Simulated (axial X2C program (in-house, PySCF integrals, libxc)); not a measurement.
Testing model relations on AsS⁺

A bond curve at the PBE0 level, two-component, was computed with an axial X2C code built on PySCF integrals (basis As dyall-cv3z [9s9p6d4f1g], S dyall-av3z [9s8p3d2f] (cores contracted in-house)) for the state Ω = 0 (closed shell). Its fit gives Re = 1.9354 Å, ωe = 684.3 cm⁻¹, ωexe = 1.64 cm⁻¹ and αe = 6.982e-04 cm⁻¹; the masses are 74.9216 and 31.9721 u. Two-component means X2C with spin–orbit coupling and atomic mean-field Coulomb and Gaunt terms.

Task: Find the reduced mass, Be and the force constant.

Result: From the PBE0 values: μ = 22.4092 u. Be = 16.8576/(μ Re²) = 0.2008 cm⁻¹. k = 5.8918×10⁻⁷ μ ωe² = 6.18 mdyn/Å.

Task: Give B0, the J = 1←0 line in GHz and the most populated J at 300 K (kT = 208.5 cm⁻¹).

Result: B0 = Be − αe/2 = 0.2005 cm⁻¹; 2B0 = 12.02 GHz; J(max) ≈ √(kT/2B0) − 1/2 = 22.3, so J = 22.

Task: A Morse curve ties αe to the other constants (Pekeris). How well does that hold?

Result: αe(Morse) = 6Be²/ωe × (√(ωexe/Be) − 1) = 6.569e-04 cm⁻¹; the PBE0 curve gives 6.982e-04 cm⁻¹, a ratio of 0.94.

Task: Estimate the centrifugal constant by the Kratzer relation.

Result: D = 4Be³/ωe² = 6.92e-08 cm⁻¹.

Task: Where do the fundamental and the first overtone lie?

Result: ν(1←0) = ωe − 2ωexe = 681.0 cm⁻¹; ν(2←0) = 2ωe − 6ωexe = 1358.8 cm⁻¹.

The state is a single determinant with fixed occupations, the lowest that a limited PBE0 search found.
